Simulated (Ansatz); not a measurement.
Calculated with Ansatz (gas phase, PBE0-D4/def2-TZVP geometries, no zero-point term in ΔE). CCSD(T)/CBS is the MP2 limit (def2-TZVPP, def2-QZVPP) plus CCSD(T) − MP2 in def2-TZVPP, frozen cores. Each species was taken in one conformer, which may not be the lowest.

`CCCC(C)CC` + `C[NH][AlH][F]` → `C[N](C)[AlH][F]` + `CCCCCC`  (substitution at a C–C bond)

```csv
species,MP2/def2-QZVPP energy (Eh)
`CCCC(C)CC`,-275.83450
`C[NH][AlH][F]`,-437.57754
`C[N](C)[AlH][F]`,-476.80180
`CCCCCC`,-236.59652
```

Problem. Work out ΔE.

Solution. ΔE = (-476.80180) + (-236.59652) − (-275.83450) − (-437.57754) = 0.01372 Eh = +8.6 kcal/mol. CCSD(T)/CBS gives +8.5 kcal/mol.

Largest T1 diagnostic among the species: 0.012.
